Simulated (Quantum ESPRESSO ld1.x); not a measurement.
Task: Coherent X-ray form factor from a spherical all-electron density. All-electron calculation, Dirac Kohn-Sham, PBE, spin-unpolarised, spherical densities, point nucleus. Program: ld1.x of Quantum ESPRESSO 7.5.

| sin(theta)/lambda (1/angstrom) | f0 (electrons) |
|---|---|
| 0.05 | 70.420 |
| 0.1 | 68.764 |
| 0.15 | 66.256 |
| 0.2 | 63.186 |
| 0.25 | 59.835 |
| 0.3 | 56.425 |
| 0.4 | 49.976 |
| 0.5 | 44.368 |
| 0.6 | 39.599 |
| 0.8 | 31.960 |
| 1 | 26.165 |
| 1.25 | 21.039 |
| 1.5 | 17.770 |
| 2 | 14.054 |

The species is in the configuration that NIST lists as its ground one. Which atom or ion scatters so?

Result: The rhenium ion Re4+, [Xe] 4f14 5d3. Extrapolating in s^2 from the first two rows gives f0(0) = 71.0, near the electron count 71; among species with that count, the fall with angle is slower the higher Z, and the table is that of Z = 75; from so few rows the species is fixed only to a neighbour or two.
